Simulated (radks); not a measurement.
Values are calculated unless marked as measured or tabulated.
Task: I XLV, configuration [He] 2s2 2p5. Code: a radial shooting solver on a logarithmic mesh with Libxc functionals. Model: Dirac Kohn-Sham, PBEsol, spin-unpolarised, spherical densities, point nucleus; open shells fill j = l - 1/2 first. Some entries of the table are withheld. Estimate them.

| orbital | occ. | eigenvalue (eV) | <r> (bohr) |
|---|---|---|---|
| 1s1/2 | 2 | (1) | 0.02719 |
| 2s1/2 | 2 | -8029.232 | (2) |
| 2p1/2 | 2 | (3) | (4) |
| 2p3/2 | 3 | (5) | (6) |

Result: 
(1) 1s1/2 eigenvalue (eV): -36173.14
(2) 2s1/2 <r> (bohr): 0.1137
(3) 2p1/2 eigenvalue (eV): -7780.634
(4) 2p1/2 <r> (bohr): 0.09554
(5) 2p3/2 eigenvalue (eV): -7462.976
(6) 2p3/2 <r> (bohr): 0.1008
